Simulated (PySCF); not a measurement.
NMR data simulated for an unnamed compound:

¹H NMR (300 MHz, computed): δ 7.06 (d, 1H), 6.91 (d, 1H), 6.18 (m, 1H), 5.35 (m, 1H), 5.18 (s, 3H).

¹³C{¹H} NMR (computed): δ 153.7 (CH), 153.1 (CH), 137.5 (C), 136.3 (CH), 122.5 (C).

- geometry: GFN2-xTB
- GIAO PBE0/pcSseg-1 shieldings
- program: PySCF 2.14.0 with density-fitted response routines
- in vacuum, averaged over atoms made equivalent by symmetry, fast rotation or ring inversion, non-relativistic, a single conformation

Shifts are taken against calculated references (same method and geometry level): TMS for ¹H (σ = 31.72 ppm) and ¹³C (σ = 186.93 ppm).

Which of these does the molecule contain: a methoxy group, a nitrile, an aldehyde, an amide, a non-aromatic C=C double bond, a Si–H bond?

## Answers


- A methoxy group: no.
- A nitrile: yes (δC 122.5).
- An aldehyde: no.
- An amide: no.
- A non-aromatic C=C double bond: yes.
- A Si–H bond: yes (δH 5.35 (m)).

The data belong to `InChI=1S/C5H7NOSi2/c6-3-5-1-2-9(4-5)7-8/h1-2,4,9H,8H3/t9-/m0/s1`; they needn't prove each group on their own.

Carbon signals by region: 5 in the sp2 and nitrile region (100–160 ppm).

Shifts are as computed. Against solution values, carbons near 30 ppm lie about +3 ppm off and those near 130 ppm about +5 ppm. Of 1211 compounds with measured shifts, 218 miss one by over three times the rms of a fit or turn the order of signals round; such compounds aren't used in these exercises. Multiplicities follow the n + 1 count of equivalent neighbours, as no J values were calculated; m marks all less simple cases, F and P coupling included.
